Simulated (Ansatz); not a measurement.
Stepwise reaction of `[Br][Mg][Br]` with hydrogen chloride, as a gas-phase model of exchange steps in deposition or etching. ΔE in kJ/mol; ΔG adds harmonic PBE0-D4 terms to CCSD(T)/CBS, at 1 bar.

Isolated molecules relaxed with PBE0-D4/def2-TZVP in Ansatz; ΔE leaves out vibrations. CCSD(T)/CBS adds triple-zeta CCSD(T) − MP2 to the extrapolated MP2 energy (def2 sets, frozen cores). This one scheme is used for every species. DFT in def2-TZVPP. B3LYP here is the variant with VWN-RPA as its local correlation; programs differ in this. For Br, Mg outer-core shells are correlated without core-valence functions, which leaves a few kJ/mol of doubt a bond. Scalar relativity is left out up to krypton.

```tsv
step	reaction	PBE-D4	B3LYP-D4	ωB97M-V	CCSD(T)/CBS	ΔG(400 K)
1	`[Br][Mg][Br]` + HCl → `[Cl][Mg][Br]` + HBr	8.0	7.4	8.6	9.3	5.4
2	`[Cl][Mg][Br]` + HCl → `[Cl][Mg][Cl]` + HBr	7.9	7.4	8.6	9.3	9.9
```

Q: By hand: ΔE of the 2 steps together at CCSD(T)/CBS.

A: (9.3) + (9.3) = 18.6 kJ/mol, or 9.3 kJ/mol a step.

In ΔE the steps differ by no more than 0.0 kJ/mol. All are uphill at CCSD(T)/CBS. ΔG lies between 5.4 and 9.9 kJ/mol a step. PBE-D4 differs from CCSD(T)/CBS by -1.4 to -1.3 kJ/mol a step. Isolated molecules leave out the surface, adducts and barriers. Largest T1 diagnostic: 0.006.
